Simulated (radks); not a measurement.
The numbers below are computed, except where a source is named.
Q: Radial electron density D(r) = 4 pi r^2 rho(r) of an atom or ion with 61 electrons. Level of theory: scalar-relativistic Kohn-Sham, r2SCAN, spin-unpolarised, spherical densities, finite nucleus; meta-GGA in the generalised Kohn-Sham scheme; Fermi nuclear charge, rms radius of each element as measured or else 0.836 A^(1/3) + 0.57 fm (a radial shooting solver on a logarithmic mesh with Libxc functionals).

```
   r/bohr * D(r) (the largest magnitude, 109, reaches the edge; | marks zero)
 0.001491 |   *
 0.001735 |   *
  0.00202 |     *
 0.002371 |      *
  0.00276 |        *
 0.003213 |          *
  0.00374 |             *
 0.004354 |                *
 0.005069 |                   *
 0.005901 |                       *
  0.00687 |                          *
 0.007998 |                              *
 0.009311 |                                  *
  0.01084 |                                     *
  0.01262 |                                       *
  0.01481 |                                         *
  0.01724 |                                        *
  0.02007 |                                       *
  0.02336 |                                      *
   0.0272 |                                    *
  0.03166 |                                    *
  0.03686 |                                     *
  0.04291 |                                         *
  0.04996 |                                              *
  0.05816 |                                                   *
  0.06771 |                                                      *
  0.07882 |                                                     *
  0.09176 |                                                 *
   0.1077 |                                           *
   0.1254 |                                        *
   0.1459 |                                         *
   0.1699 |                                             *
   0.1978 |                                               *
   0.2303 |                                            *
   0.2681 |                                   *
   0.3121 |                        *
   0.3633 |                   *
   0.4229 |                   *
   0.4923 |                     *
   0.5732 |                      *
   0.6673 |                  *
    0.783 |             *
   0.9116 |        *
    1.061 |      *
    1.235 |     *
    1.438 |    *
    1.674 |  *
    1.949 | *
    2.269 |*
    2.642 |*
    3.075 *
     3.58 *
    4.168 *
    4.891 *
    5.694 *
    6.629 *
    7.717 *
    8.984 *
    10.46 *
```

What is the nuclear charge?

A: Z = 62. The innermost maximum, from 1s, lies near gamma/Z bohr with gamma = sqrt(1 - (Z/c)^2) = 0.892, here 0.0144 bohr (found: 0.0158), and its height grows with Z. The density is that of the samarium ion Sm+ in [Xe] 4f5.5 6s1.5; the configuration itself is not fixed sharply by these data, and Z only to a few units. D(r) has 4 maxima, at r = 0.0158, 0.0699, 0.196, 0.542 bohr, and minima at 0.0302, 0.129, 0.390 bohr, inside which lie 1.94, 11.18, 29.21 electrons.
